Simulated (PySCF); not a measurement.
tetramethylammonium (C4H12N), SMILES C[N+](C)(C)C, charge +1. Atoms are numbered in the order given.

```xyz
17

C      0.8678     0.8678    -0.8678
N      0.0000     0.0000     0.0000
C     -0.8678     0.8678     0.8678
C     -0.8678    -0.8678    -0.8678
C      0.8678    -0.8678     0.8678
H      0.2265     1.4969    -1.4969
H      1.4969     0.2265    -1.4969
H      1.4969     1.4969    -0.2265
H     -1.4969     0.2265     1.4969
H     -1.4969     1.4969     0.2265
H     -0.2265     1.4969     1.4969
H     -1.4969    -0.2265    -1.4969
H     -0.2265    -1.4969    -1.4969
H     -1.4969    -1.4969    -0.2265
H      1.4969    -1.4969     0.2265
H      1.4969    -0.2265     1.4969
H      0.2265    -1.4969     1.4969
```
Charge +1, spin multiplicity 1.

The structure is a stationary point at B3LYP-D3(BJ)/def2-SVP.

All values below come from B3LYP-D3(BJ)/def2-SVP (PySCF).

Frequencies are harmonic and unscaled.

Modes within 1.5 cm⁻¹ of each other (mostly degenerate sets) share a row, with their intensities summed.

| mode | ν (cm⁻¹) | IR (km/mol) | moving atoms (share of kinetic energy) |
|---|---|---|---|
| 1 | 181 | 0.0 | H 100 % |
| 2–4 | 294 | 0.0 | H 97 % |
| 5–6 | 365 | 0.0 | C 62 %, H 38 % |
| 7–9 | 462 | 0.3 | C 49 %, H 38 %, N 13 % |
| 10 | 749 | 0.0 | C 81 %, H 19 % |
| 11–13 | 950 | 71.3 | C 39 %, H 34 %, N 27 % |
| 14–16 | 1068 | 0.0 | H 83 %, C 17 % |
| 17–18 | 1170 | 0.0 | H 75 %, C 25 % |
| 19–21 | 1299 | 2.0 | H 43 %, N 35 %, C 22 % |
| 22–24 | 1430 | 9.0 | H 87 %, C 12 % |
| 25–27 | 1453 | 0.0 | H 97 % |
| 28–29 | 1468 | 0.0 | H 97 % |
| 30 | 1486 | 0.0 | H 83 %, C 17 % |
| 31–33 | 1498 | 173.4 | H 94 % |
| 34–36 | 3073 | 1.6 | H 98 % |
| 37 | 3081 | 0.0 | H 97 % |
| 38–42 | 3187 | 0.0 | H 90 %, C 10 % |
| 43–45 | 3192 | 0.0 | H 90 %, C 10 % |
